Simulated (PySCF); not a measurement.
C5H16Si2, SMILES C[SiH](C)[Si](C)(C)C.

Coordinates come from a B3LYP-D3(BJ)/def2-SVP optimisation. One conformer was computed; it need not be the lowest.

Calculation: B3LYP-D3(BJ)/def2-SVP run with PySCF 2.14.0.

Frequencies are harmonic and unscaled.

```tsv
mode	ν (cm⁻¹)	IR (km/mol)	moving atoms (share of kinetic energy)
1	26	0.1	C 67 %, H 31 %
2	78	0.4	C 64 %, H 31 %
3	92	0.5	C 55 %, H 36 %, Si 9 %
4	158	0.0	H 99 %
5	162	0.0	H 55 %, C 43 %
6	163	0.0	H 95 %
7	169	0.0	H 84 %, C 15 %
8	172	0.0	H 95 %
9	173	0.0	H 90 %, C 10 %
10	179	0.2	C 54 %, H 37 %, Si 9 %
11	199	1.1	C 46 %, H 39 %, Si 15 %
12	214	6.8	H 38 %, C 34 %, Si 28 %
13	230	0.7	C 38 %, Si 32 %, H 30 %
14	251	1.9	Si 47 %, H 29 %, C 24 %
15	403	1.1	Si 63 %, H 19 %, C 18 %
16	613	19.6	C 62 %, H 23 %, Si 16 %
17	614	7.5	H 94 %
18	640	5.3	H 62 %, C 32 %
19	658	28.9	H 55 %, C 27 %, Si 18 %
20	679	0.0	H 85 %, C 15 %
21	688	11.8	C 42 %, H 36 %, Si 21 %
22	689	3.1	C 41 %, H 38 %, Si 21 %
23	697	6.8	H 49 %, C 35 %, Si 16 %
24	728	35.2	H 55 %, C 26 %, Si 18 %
25	757	4.7	H 69 %, C 19 %, Si 12 %
26	766	0.8	H 64 %, C 20 %, Si 15 %
27	841	292.1	H 68 %, C 21 %, Si 11 %
28	852	39.3	H 64 %, C 23 %, Si 13 %
29	853	45.6	H 63 %, C 23 %, Si 14 %
30	863	82.7	H 68 %, C 22 %, Si 10 %
31	898	85.8	H 82 %, C 12 %
32	906	12.0	H 64 %, Si 19 %, C 18 %
33	1261	0.9	H 79 %, C 21 %
34	1262	19.1	H 79 %, C 21 %
35	1263	38.4	H 79 %, C 21 %
36	1267	13.4	H 80 %, C 20 %
37	1273	2.9	H 81 %, C 19 %
38	1427	0.3	H 95 %
39	1431	1.5	H 95 %
40	1431	0.6	H 95 %
41	1432	0.0	H 95 %
42	1435	3.8	H 96 %
43	1439	11.1	H 96 %
44	1441	0.9	H 96 %
45	1442	3.3	H 96 %
46	1445	1.0	H 96 %
47	1448	6.0	H 96 %
48	2163	144.1	H 97 %
49	3020	8.2	H 97 %
50	3020	9.3	H 97 %
51	3021	9.2	H 97 %
52	3024	6.0	H 97 %
53	3024	9.4	H 97 %
54	3106	3.1	H 91 %, C 9 %
55	3107	1.0	H 91 %, C 9 %
56	3108	25.3	H 91 %, C 9 %
57	3112	2.5	H 91 %, C 9 %
58	3113	16.1	H 91 %, C 9 %
59	3114	6.8	H 91 %, C 9 %
60	3115	3.0	H 91 %, C 9 %
61	3115	17.7	H 91 %, C 9 %
62	3117	6.1	H 91 %, C 9 %
63	3117	6.1	H 91 %, C 9 %
```
